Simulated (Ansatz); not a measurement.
One change: `C=CC(C)CC` becomes `CC[CH](C)[AlH2]`.

Ansatz, PBE0-D4/def2-TZVP geometries, multiplicity 1. Each molecule was computed in one conformer, which needn't be the lowest.

```json
{"property": "LUMO energy (PBE0/def2-TZVPP) / eV", "`C=CC(C)CC`": "0.40"}
{"property": "HOMO energy (PBE0/def2-TZVPP) / eV", "`C=CC(C)CC`": "-7.37"}
{"property": "HOMO–LUMO gap (B3LYP/def2-TZVPP) / eV", "`C=CC(C)CC`": "7.30"}
{"property": "size of the dipole moment (ωB97M-V/def2-TZVPP) / D", "`C=CC(C)CC`": "0.34"}
{"property": "HOMO–LUMO gap (PBE/def2-TZVPP) / eV", "`C=CC(C)CC`": "5.61"}
{"property": "HOMO–LUMO gap (PBE0/def2-TZVPP) / eV", "`C=CC(C)CC`": "7.77"}
```

**Question.** Give the same properties after the change, and the shifts. (Best estimate.)

**Answer.** Ansatz gave: 
| property | `CC[CH](C)[AlH2]` | shift |
| --- | --- | --- |
| LUMO energy (PBE0/def2-TZVPP) / eV | -1.22 | -1.62 |
| HOMO energy (PBE0/def2-TZVPP) / eV | -7.10 | 0.27 |
| HOMO–LUMO gap (B3LYP/def2-TZVPP) / eV | 5.50 | -1.80 |
| size of the dipole moment (ωB97M-V/def2-TZVPP) / D | 1.10 | 0.76 |
| HOMO–LUMO gap (PBE/def2-TZVPP) / eV | 3.90 | -1.71 |
| HOMO–LUMO gap (PBE0/def2-TZVPP) / eV | 5.88 | -1.89 |

With PBE0 the HOMO rises by 0.27 eV and the LUMO falls by 1.62 eV, so the gap narrows by about 1.89 eV. PBE moves the HOMO by 0.35 eV and ωB97M-V by 0.34 eV. Dipoles are sizes alone; their direction can turn.

B3LYP here is the variant with VWN-RPA as its local correlation; programs differ in this.
